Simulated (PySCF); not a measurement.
Fill in the blanks.

Compound: C6H10OS.
Z-matrix (Å and degrees, GFN2-xTB geometry), rows numbered from 1:
```
C 
C   1  1.3191
C   2  1.4954  1  124.25
C   3  1.5408  2  110.99  1   117.57
C   4  1.4981  3  109.37  2   -61.26
S   5  1.6296  4  122.78  3   -80.95
O   5  1.3238  4  113.11  3    96.87
C   7  1.4139  5  118.07  4  -176.61
H   1  1.0767  2  122.05  3  -179.53
H   1  1.0782  2  121.64  3     0.90
H   2  1.0825  1  120.42  3   178.61
H   3  1.0929  2  109.74  1  -122.86
H   3  1.0912  2  110.16  1    -3.24
H   4  1.0902  3  109.21  2   179.10
H   4  1.0914  3  109.84  2    58.49
H   8  1.0871  7  106.47  5   178.23
H   8  1.0928  7  110.33  5    58.11
H   8  1.0930  7  110.39  5   -61.82
```

| property | level | value |
| --- | --- | --- |
| point group of the GFN2-xTB geometry | GFN2-xTB | C1 |
| rotational constants A, B, C of the GFN2-xTB geometry | GFN2-xTB | ? |
| dipole moment | B3LYP/def2-SVPD | 2.19 D |
| HOMO energy | B3LYP/def2-SVPD | ? |
| LUMO energy | B3LYP/def2-SVPD | -1.50 eV |
| lowest singlet excitation | TDDFT B3LYP/def2-SVPD | ? |
| strongest line among the 8 lowest singlet transitions | TDDFT B3LYP/def2-SVPD | ? |
| lowest triplet excitation (Tamm–Dancoff) | TDA B3LYP/def2-SVPD | 3.02 eV |
| static isotropic polarisability | B3LYP/def2-SVPD | ? |
| electronic spatial extent ⟨r²⟩ about the centre of nuclear charge | B3LYP/def2-SVPD | ? |

Electronic properties: PySCF, gas phase, density fitting.

**Question.** What are the rotational constants A, B, C of the GFN2-xTB geometry?

**Answer.** 2.217, 1.260, 1.072 GHz.

**Question.** The strongest line among the 8 lowest singlet transitions?

**Answer.** S4 at 5.62 eV (221 nm, f = 0.122).

**Question.** What is the lowest singlet excitation?

**Answer.** 3.38 eV (367 nm, f = 0.000).

**Question.** What is the static isotropic polarisability?

**Answer.** 97.7 au.

**Question.** Give the electronic spatial extent ⟨r²⟩ about the centre of nuclear charge.

**Answer.** 1252 bohr².

**Question.** The HOMO energy?

**Answer.** -6.26 eV.

The rotational constants make it an asymmetric top with κ = (2B − A − C)/(A − C) = -0.67, nearer the prolate limit (−1). The vertical singlet–triplet gap S1 − T1 is 0.36 eV (TDDFT singlet less Tamm–Dancoff triplet; S1: HOMO→LUMO, weight 1.00; T1: HOMO→LUMO, weight 0.99). In wavenumbers S1 is 27200 cm⁻¹ (1 eV = 8065.54 cm⁻¹). The largest Löwdin shares of the HOMO are 0.74 on S6, 0.10 on C5 and 0.04 on C4.

For the TDDFT job (B3LYP/def2-SVPD), the run took 54 s wall on Arm Neoverse V2, one thread, shared host.

One conformer stands for the species.
